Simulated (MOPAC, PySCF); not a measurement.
C₂H₅NO, SMILES `C=C(O)N` (O–C–N–H torsion 177°, N–C–O–H torsion -30°), neutral singlet in the gas phase. 

Cartesian coordinates (Å):
```xyz
9

C     -1.0389    -0.3971    -0.7317
C     -0.0851     0.2138    -0.0302
N      0.9400    -0.4064     0.6927
O     -0.0478     1.5754     0.0747
H     -0.9921    -1.4590    -0.9194
H     -1.8677     0.1680    -1.1274
H      0.8950    -1.4146     0.6645
H      1.8649    -0.0780     0.4416
H      0.3317     1.7979     0.9352
```
Charge 0, multiplicity 1.

All levels are single points at this geometry (B3LYP-D3(BJ)/def2-TZVP); Pople sets use spherical d functions. Orbital energies aren't observables, and empty levels follow the basis.

| level | HOMO (eV) | LUMO (eV) | gap (eV) | dipole (D) | vertical IE, Delta-SCF (eV) |
|---|---|---|---|---|---|
| B3LYP-D3(BJ)/def2-TZVP in PySCF | -5.97 | 0.44 | 6.41 | 2.36 | 8.49 |
| PBE-D3(BJ)/def2-TZVP in PySCF | -4.98 | -0.03 | 4.96 | 2.36 | 8.34 |
| B3LYP/3-21G in PySCF | -5.37 | 1.82 | 7.20 | 2.58 | – |
| BP86/6-31G* in PySCF | -4.62 | 0.75 | 5.37 | 2.40 | – |
| M06-2X/6-31G* in PySCF | -7.07 | 2.79 | 9.85 | 2.39 | – |
| PBE/6-31G* in PySCF | -4.52 | 0.84 | 5.36 | 2.39 | 8.04 |
| HF/3-21G in PySCF | -8.62 | 6.01 | 14.63 | 2.63 | – |
| AM1 in MOPAC | -9.12 | 1.34 | 10.46 | 1.95 | – |
| PM6 in MOPAC | -9.32 | 1.03 | 10.34 | 2.42 | – |
